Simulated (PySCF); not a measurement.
# Electronic absorption of CH10FNSi3

Compound: CH₁₀FNSi₃.
SMILES: `C[Si@@](F)([SiH3])N[SiH3]`

Theory: TDDFT wB97X-D/def2-SVPD, vertical, gas phase, core orbitals frozen in the response (PySCF). One conformer (not necessarily the lowest) at the GFN2-xTB geometry, without solvent, vibrations or thermal averaging. Torsions of this conformer, `[CH3:1][Si@@:2]([F:3])([SiH3:4])[NH:5][SiH3:6]`: C1–Si2–N5–Si6 -87°.

```json
{"state": "S1", "E (eV)": "5.82", "E (kJ/mol)": "562", "λ (nm)": "212.9", "f": "0.011", "main configurations (H = HOMO, L = LUMO)": "H→L (95%)"}
{"state": "S2", "E (eV)": "6.46", "E (kJ/mol)": "623", "λ (nm)": "192.0", "f": "0.014", "main configurations (H = HOMO, L = LUMO)": "H→L+1 (88%)"}
{"state": "S3", "E (eV)": "7.01", "E (kJ/mol)": "676", "λ (nm)": "177.0", "f": "0.057", "main configurations (H = HOMO, L = LUMO)": "H→L+2 (60%), H-1→L (8%)"}
{"state": "S4", "E (eV)": "7.36", "E (kJ/mol)": "710", "λ (nm)": "168.4", "f": "0.026", "main configurations (H = HOMO, L = LUMO)": "H-1→L (64%), H→L+5 (8%)"}
{"state": "S5", "E (eV)": "7.65", "E (kJ/mol)": "738", "λ (nm)": "162.1", "f": "0.0079", "main configurations (H = HOMO, L = LUMO)": "H→L+3 (32%), H→L+2 (21%), H→L+5 (20%)"}
{"state": "S6", "E (eV)": "7.74", "E (kJ/mol)": "747", "λ (nm)": "160.1", "f": "0.017", "main configurations (H = HOMO, L = LUMO)": "H→L+3 (23%), H→L+6 (19%), H→L+5 (18%)"}
{"state": "S7", "E (eV)": "7.82", "E (kJ/mol)": "755", "λ (nm)": "158.4", "f": "0.011", "main configurations (H = HOMO, L = LUMO)": "H→L+6 (44%), H→L+5 (15%), H→L+3 (15%)"}
{"state": "S8", "E (eV)": "8.03", "E (kJ/mol)": "774", "λ (nm)": "154.5", "f": "0.195", "main configurations (H = HOMO, L = LUMO)": "H→L+4 (48%), H→L+5 (20%), H→L+7 (11%)"}
```

Triplets (Tamm–Dancoff): T1 5.42 eV, H→L (88%); T2 6.01 eV, H→L+1 (80%); T3 6.53 eV, H-1→L (34%), H→L+2 (30%).

The lowest singlet lies at 5.82 eV (213 nm, ultraviolet) and is weak; its leading configuration is HOMO→LUMO (95%). The strongest level in the table is S8 at 8.03 eV (154 nm, f = 0.195). It is the last of those listed, so stronger ones may follow. Löwdin shares by element: HOMO nitrogen 44%, silicon 20% or more, carbon 9% (atoms not listed hold the other 26%); LUMO silicon 54%, nitrogen 9% (atoms not listed hold the other 37%). The oscillator strengths of these states sum to 0.341; summed over the whole spectrum of an exact calculation they would give the number of electrons, 74 (Thomas–Reiche–Kuhn). The listed states span 2.20 eV, and the widest gap between neighbours is 0.63 eV (S1 to S2). Of the 8 states listed, 7 reach f = 0.01 and none stays under 0.0005. The window holds the lowest 8 singlets.
